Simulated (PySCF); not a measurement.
PySCF job for ClHSeZn, SMILES [Cl][Zn][SeH], TDA-ωB97X/def2-SVPD. Geometry optimised at PBE0-D3(BJ)/def2-SVP. The values are those of a single conformer.

```python
import numpy as np
from pyscf import gto, scf, dft, tdscf

mol = gto.M(
    atom='''
    Zn   -0.00845752    0.53569105   -0.00000000
    Cl    0.00834610    2.64441313    0.00000000
    Se   -0.03889209   -1.74270901    0.00000000
    H     1.43417283   -1.77364857    0.00000000
    ''',
    basis='def2-SVPD',
    charge=0,
    spin=0,
    symmetry=True,
    max_memory=1600,
    verbose=4,
)
mf = dft.RKS(mol, xc='wb97x').density_fit(auxbasis='def2-universal-jkfit')
mf.grids.level = 3
mf.conv_tol = 1e-9
mf.max_cycle = 100
mf.kernel()
mf.grids = dft.Grids(mol).set(level=1).build(with_non0tab=True)  # coarser grid for the response kernel
td = tdscf.TDA(mf)
td.singlet = True
td.nstates = 10
td.conv_tol = 1e-4
td.kernel(x0=td.get_init_guess(mf, 15))
td.analyze()
tt = tdscf.TDA(mf)
tt.singlet = False
tt.nstates = 4
tt.conv_tol = 1e-4
tt.kernel(x0=tt.get_init_guess(mf, 9))
tt.analyze(verbose=3)
```

It prints:

```
PySCF version 2.14.0

[INPUT] verbose = 4
[INPUT] num. atoms = 4
[INPUT] num. electrons = 82
[INPUT] charge = 0
[INPUT] spin (= nelec alpha-beta = 2S) = 0
[INPUT] symmetry True subgroup None
[INPUT] Mole.unit = angstrom
[INPUT] Symbol           X                Y                Z      unit          X                Y                Z       unit  Magmom
[INPUT]  1 Zn    -0.008457520000   0.535691050000   0.000000000000 AA   -0.015982396493   1.012309371881   0.000000000000 Bohr   0.0
[INPUT]  2 Cl     0.008346100000   2.644413130000   0.000000000000 AA    0.015771843208   4.997216575904   0.000000000000 Bohr   0.0
[INPUT]  3 Se    -0.038892090000  -1.742709010000   0.000000000000 AA   -0.073495398512  -3.293242743712   0.000000000000 Bohr   0.0
[INPUT]  4 H      1.434172830000  -1.773648570000   0.000000000000 AA    2.710193863992  -3.351710038526   0.000000000000 Bohr   0.0

nuclear repulsion = 454.555146341349
point group symmetry = Cs
symmetry origin: [-2.99590727e-09 -4.60908815e-09  0.00000000e+00]
symmetry axis x: [ 1.00000000e+00 -1.07661336e-09  0.00000000e+00]
symmetry axis y: [1.07661336e-09 1.00000000e+00 0.00000000e+00]
symmetry axis z: [0. 0. 1.]
num. orbitals of irrep A' = 76
num. orbitals of irrep A" = 34
number of shells = 42
number of NR pGTOs = 214
number of NR cGTOs = 110
basis = def2-SVPD
ecp = {}


[settings echo left out]
init E= -4640.0618321519
HOMO (A") = -0.311320275366571  LUMO (A') = -0.06390498580281  gap/eV = 6.73251
cycle= 1 E= -4641.17408704285  delta_E= -1.11  |g|= 0.541  |ddm|= 2.43
HOMO (A") = -0.362310730670077  LUMO (A') = -0.017110590852023  gap/eV = 9.39337
cycle= 2 E= -4641.19111051205  delta_E= -0.017  |g|= 0.586  |ddm|= 1.52
HOMO (A") = -0.360570845802118  LUMO (A') = 0.00393143280885333  gap/eV = 9.91861
cycle= 3 E= -4641.24109223396  delta_E= -0.05  |g|= 0.0598  |ddm|= 0.627
HOMO (A") = -0.358053235271663  LUMO (A') = 0.00844382598994731  gap/eV = 9.97289
cycle= 4 E= -4641.24195707962  delta_E= -0.000865  |g|= 0.0154  |ddm|= 0.0864
HOMO (A") = -0.356658253493997  LUMO (A') = 0.0104128610447001  gap/eV = 9.98851
cycle= 5 E= -4641.24210898576  delta_E= -0.000152  |g|= 0.0038  |ddm|= 0.0484
HOMO (A") = -0.356195022023897  LUMO (A') = 0.0103426493723857  gap/eV = 9.97400
cycle= 6 E= -4641.24212230374  delta_E= -1.33e-05  |g|= 0.00138  |ddm|= 0.0151
HOMO (A") = -0.356337412575566  LUMO (A') = 0.0103310004057944  gap/eV = 9.97756
cycle= 7 E= -4641.242123949  delta_E= -1.65e-06  |g|= 0.000407  |ddm|= 0.00478
HOMO (A") = -0.356289573509993  LUMO (A') = 0.0103102809949647  gap/eV = 9.97569
cycle= 8 E= -4641.24212412363  delta_E= -1.75e-07  |g|= 0.000174  |ddm|= 0.00137
HOMO (A") = -0.356308793388494  LUMO (A') = 0.0103054906687499  gap/eV = 9.97608
cycle= 9 E= -4641.24212414077  delta_E= -1.71e-08  |g|= 5.44e-05  |ddm|= 0.000469
HOMO (A") = -0.356305918140004  LUMO (A') = 0.0103043402871252  gap/eV = 9.97597
cycle= 10 E= -4641.2421241425  delta_E= -1.73e-09  |g|= 1.48e-05  |ddm|= 0.000148
HOMO (A") = -0.356305053139498  LUMO (A') = 0.0103047290542735  gap/eV = 9.97596
cycle= 11 E= -4641.24212414272  delta_E= -2.16e-10  |g|= 5.47e-06  |ddm|= 6.11e-05
HOMO (A") = -0.356304886233242  LUMO (A') = 0.0103049181653052  gap/eV = 9.97596
Extra cycle  E= -4641.24212414272  delta_E= -7.28e-12  |g|= 5.55e-06  |ddm|= 1.51e-05
converged SCF energy = -4641.24212414272
tot grids = 23560


******** <class 'pyscf.tdscf.rks.TDA'> for <class 'pyscf.df.df_jk.DFSymAdaptedRKS'> ********
nstates = 10 singlet
deg_eia_thresh = 1.000e-03
wfnsym = None
conv_tol = 0.0001
eigh lindep = 1e-12
eigh level_shift = 0
eigh max_cycle = 100


Excitation energies (eV)
[4.93357549 5.4624334  6.16168781 6.30267016 6.78592903 6.82978162
 7.113596   7.54393754 7.57863762 7.73502177]

** Singlet excitation energies and oscillator strengths **
Excited State   1:   A"      4.93358 eV    251.31 nm  f=0.0322
      41 -> 42        0.68193
      41 -> 49       -0.11905
Excited State   2:   A"      5.46243 eV    226.98 nm  f=0.0032
      41 -> 43       -0.60705
      41 -> 45       -0.29541
      41 -> 46        0.14000
Excited State   3:   A"      6.16169 eV    201.22 nm  f=0.0067
      41 -> 43        0.33164
      41 -> 45       -0.53716
      41 -> 46        0.26939
Excited State   4:   A'      6.30267 eV    196.72 nm  f=0.0007
      40 -> 42       -0.35209
      41 -> 44        0.59170
Excited State   5:   A'      6.78593 eV    182.71 nm  f=0.0245
      39 -> 42        0.66404
      39 -> 45        0.14092
Excited State   6:   A"      6.82978 eV    181.53 nm  f=0.0444
      38 -> 42       -0.67350
      38 -> 45       -0.14289
Excited State   7:   A'      7.11360 eV    174.29 nm  f=0.1931
      40 -> 42        0.36918
      40 -> 43       -0.50761
      40 -> 45       -0.21572
      41 -> 44        0.15727
Excited State   8:   A'      7.54394 eV    164.35 nm  f=0.3341
      39 -> 42       -0.10722
      39 -> 43       -0.38981
      40 -> 42       -0.31420
      40 -> 43       -0.36315
      41 -> 44       -0.21202
Excited State   9:   A"      7.57864 eV    163.60 nm  f=0.0001
      38 -> 43        0.68068
      38 -> 45       -0.10098
      38 -> 58       -0.11054
Excited State  10:   A'      7.73502 eV    160.29 nm  f=0.1959
      37 -> 42       -0.10502
      38 -> 44        0.26831
      39 -> 43       -0.44933
      40 -> 42        0.17789
      40 -> 43        0.26081
      40 -> 45       -0.25028

** Transition electric dipole moments (AU) **
state          X           Y           Z        Dip. S.      Osc.
  1         0.0000     -0.0000      0.5163      0.2666      0.0322
  2         0.0000     -0.0000      0.1547      0.0239      0.0032
  3         0.0000     -0.0000      0.2103      0.0442      0.0067
  4        -0.0531     -0.0421      0.0000      0.0046      0.0007
  5         0.3783     -0.0675      0.0000      0.1477      0.0245
  6        -0.0000      0.0000     -0.5148      0.2651      0.0444
  7        -0.0779      1.0498      0.0000      1.1082      0.1931
  8        -0.2287     -1.3249     -0.0000      1.8078      0.3341
  9        -0.0000      0.0000     -0.0177      0.0003      0.0001
 10         0.2330      0.9897     -0.0000      1.0338      0.1959

** Transition velocity dipole moments (imaginary part, AU) **
state          X           Y           Z        Dip. S.      Osc.
  1         0.0000     -0.0000      0.0882      0.0078      0.0286
  2         0.0000     -0.0000      0.0757      0.0057      0.0190
  3         0.0000     -0.0000      0.0711      0.0051      0.0149
  4        -0.0093     -0.0524      0.0000      0.0028      0.0081
  5         0.1009     -0.0029     -0.0000      0.0102      0.0272
  6        -0.0000      0.0000     -0.1331      0.0177      0.0470
  7         0.0176      0.2504     -0.0000      0.0630      0.1607
  8        -0.0087     -0.2763      0.0000      0.0764      0.1838
  9        -0.0000     -0.0000     -0.0062      0.0000      0.0001
 10         0.0359      0.2083      0.0000      0.0447      0.1048

** Transition magnetic dipole moments (imaginary part, AU) **
state          X           Y           Z
  1         0.3838     -0.0650     -0.0000
  2         0.3027      0.4220     -0.0000
  3         0.2234      0.1690     -0.0000
  4         0.0000      0.0000      0.0942
  5        -0.0000      0.0000      0.7147
  6         0.6368      0.0107      0.0000
  7         0.0000      0.0000      0.0827
  8        -0.0000     -0.0000      0.3668
  9         0.0248     -0.0103     -0.0000
 10         0.0000      0.0000     -0.3988


******** <class 'pyscf.tdscf.rks.TDA'> for <class 'pyscf.df.df_jk.DFSymAdaptedRKS'> ********
nstates = 4 triplet
deg_eia_thresh = 1.000e-03
wfnsym = None
conv_tol = 0.0001
eigh lindep = 1e-12
eigh level_shift = 0
eigh max_cycle = 100


Excitation energies (eV)
[4.60763281 5.12895156 5.90875098 5.99558334]

** Triplet excitation energies and oscillator strengths **
Excited State   1:   A"      4.60763 eV    269.08 nm  f=0.0000
Excited State   2:   A"      5.12895 eV    241.73 nm  f=0.0000
Excited State   3:   A'      5.90875 eV    209.83 nm  f=0.0000
Excited State   4:   A"      5.99558 eV    206.79 nm  f=0.0000
```

The run converged.

Cost: around 2.0 core-minutes (rough).
